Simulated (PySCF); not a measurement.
C2H5FGeO.
Bonds: C1–C2, C2–O3 (double), C2–Ge4, Ge4–F5. Hydrogens: H6, H7, H8 on C1; H9, H10 on Ge4.

Method: PBE0-D3(BJ)/def2-SVP geometry optimisation, gas phase (PySCF 2.14.0).

(1) List the bond lengths, angles and torsions at this level.

Results:

(1) 
| bond | length (pm) |
| --- | --- |
| C1–C2 | 149.9 |
| C2=O3 | 120.6 |
| C2–Ge4 | 200.1 |
| Ge4–F5 | 175.2 |
| C1–H6, C1–H7, C1–H8 | 110.1 |
| Ge4–H9, Ge4–H10 | 153.6 |

Bonds in one row agree within 1 pm and their mean is given. A selection of angles:
| angle | degrees |
| --- | --- |
| C2–C1–H6 | 109.2 |
| H6–C1–H7 | 106.0 |
| H6–C1–H8 | 110.1 |
| H7–C1–H8 | 110.9 |
| C1–C2–O3 | 124.4 |
| C1–C2–Ge4 | 118.9 |
| O3–C2–Ge4 | 116.8 |
| C2–Ge4–F5 | 106.7 |
| C2–Ge4–H9 | 111.7 |
| F5–Ge4–H9 | 107.1 |
| H9–Ge4–H10 | 112.5 |

Torsions: C1–C2–Ge4–F5 -1° (synperiplanar). The mirror-image conformer, all signs reversed, is as good.

The 5 heavy atoms lie in one plane (0.008 Å rms). Ge4 (germanium bonded to C, F and 2 H) is tetrahedral (angles from 106.7° to 112.5°).

Point group: near Cs, missed by 0.14 Å at most; the miss may be what the optimiser left on a soft mode. Not checked by PBE0-D3(BJ)/def2-SVP frequencies. One conformer, not necessarily the lowest.
